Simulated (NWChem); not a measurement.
## Basis-set convergence for H3NOSn

```xyz
6

Sn    -0.0217    -0.3857     0.0000
O     -1.5371     0.9702     0.0000
H     -1.2188     1.8940     0.0000
N      1.5220     0.9862     0.0000
H      1.4327     2.0079     0.0000
H      2.5114     0.7185     0.0000
```
Charge 0, spin multiplicity 1.

Program: NWChem. All single points use one geometry, from PBE/def2-SVP with def2 effective core potentials on Sn, a minimum by its harmonic frequencies. It is one conformer; others weren't searched.

Quantity: first vertical ionisation energy at the level G0W0@PBE.

Effective core potentials replace the inner electrons of Sn; spin-orbit coupling is left out. GW and range-separated runs recompute their integrals, the others keep them in memory, which bears on the times. The structure started from a generated list of species.

Costs are rough ratios of processor time within this set of runs, SCF included, with def2-SVP as 1.

```tsv
basis	functions	first vertical ionisation energy (eV)	relative cost
def2-SVP	69	[?]	1
def2-SVPD	99	[?]	under 3
def2-TZVP	130	8.19	4
def2-TZVPP	154	8.22	6
def2-TZVPD	160	[?]	7
```

### Question
Fill in the missing entries.

### Answer

- def2-SVP, first vertical ionisation energy (eV): 7.58
- def2-SVPD, first vertical ionisation energy (eV): 8.09
- def2-TZVPD, first vertical ionisation energy (eV): 8.28
